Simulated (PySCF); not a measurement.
Calculation: M06-2X/def2-TZVP (PySCF 2.14.0). All species are isolated molecules in the gas phase. One relaxed conformer stands for a flexible species; it need not be the lowest. Excitations are Tamm–Dancoff values on a coarser integration grid. The basis has no diffuse functions, so Rydberg states are missing or too high.

Reference species (SMILES): `C#CCO` (neutral, multiplicity 1).

```json
{
 "S1 oscillator strength": "0.000",
 "T1 excitation (TDA)": "5.71 eV",
 "S1 excitation (TDA)": "6.12 eV",
 "HOMO–LUMO gap": "10.46 eV"
}
```

After one change: the S1 oscillator strength stays essentially unchanged; the T1 excitation (TDA) drops by 2.54 eV; the S1 excitation (TDA) drops by 2.50 eV; the HOMO–LUMO gap falls by 1.95 eV.

### Question
What was changed between the two runs? The new species is one of these.
A) `O=C1CC1`
B) `CC#CO`
C) `OC1C=C1` (H–O–C–C torsion 97°)
D) `CC1=CO1`

### Answer
A, `O=C1CC1`
